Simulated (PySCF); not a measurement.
# Electronic absorption of [C7H13]+

Species: C₇H₁₃ (charge +1).
Structure used (PBE0-D3(BJ)/def2-SVP), in Å, numbered top down from 1:
```xyz
20
C7H13 angstrom
C      2.0810    0.0540    0.2708
C      0.8249   -0.3198   -0.3649
C     -0.0159   -1.3653    0.1971
C     -1.1673   -0.5489    0.9117
C     -1.8606    0.3711   -0.0745
C     -0.8680    1.2956   -0.7523
C      0.2751    0.4609   -1.4612
H      2.3750    1.0976    0.0927
H      2.8329   -0.5743   -0.2602
H      2.1427   -0.2340    1.3297
H     -0.4870   -1.9769   -0.5867
H      0.5048   -1.9971    0.9286
H     -1.8450   -1.2981    1.3469
H     -0.7381    0.0218    1.7508
H     -2.4071   -0.2196   -0.8279
H     -2.6164    0.9725    0.4562
H     -1.3249    1.9117   -1.5406
H     -0.4138    1.9888   -0.0262
H     -0.2072   -0.1748   -2.2184
H      1.0037    1.1398   -1.9232
```

The calculation used PySCF 2.14.0, density-fitted response routines, TDDFT CAM-B3LYP/def2-SVPD, vertical, gas phase, core orbitals frozen in the response.

**Question.** Predict the UV-vis stick spectrum at this level.

**Answer.** 

```csv
state,λ (nm),E (eV),f,symmetry,"main configurations (H = HOMO, L = LUMO)"
S1,250.4,4.95,0.0069,A″,H→L (93%)
S2,236.3,5.25,0.028,A′,"H-1→L (81%), H-2→L (9%)"
S3,220.4,5.62,0.048,A′,"H-2→L (80%), H-1→L (14%)"
S4,207.6,5.97,0.0014,–,"H-3→L (85%), H-4→L (12%)"
S5,195.1,6.36,0.056,A″,"H-4→L (79%), H-3→L (14%)"
S6,187.8,6.60,0.098,A′,"H-5→L (81%), H-2→L (8%)"
```

The lowest singlet comes at 250 nm (478 kJ/mol) in the ultraviolet; it is weak; its leading configuration is HOMO→LUMO (93%). The strongest level in the table is S6 at 6.60 eV (188 nm, f = 0.098). It is the last of those listed, so stronger ones may follow. Löwdin shares by element: HOMO (one of a set within 0.03 eV) carbon 52% or more, hydrogen 9% or more (atoms not listed hold the other 38%); LUMO carbon 71% or more (atoms not listed hold the other 29%). Of the 6 states listed, 4 reach f = 0.01 and none stays under 0.0005. Orbital energies (eV): HOMO-3 -16.33, HOMO-2 -15.49, HOMO-1 -15.41, HOMO -15.39, LUMO -6.67, LUMO+1 -2.71, LUMO+2 -2.04. The listed states span 1.65 eV. No computed singlet lies in the visible range (380 to 750 nm); the lowest, at 250 nm, stands 1.69 eV above its violet end (3.26 eV). Symmetry labels in Cs follow from the direction of the transition dipole and are given only for states with f of 0.002 or more. The window holds the lowest 6 singlets.

One conformer stands for the species.
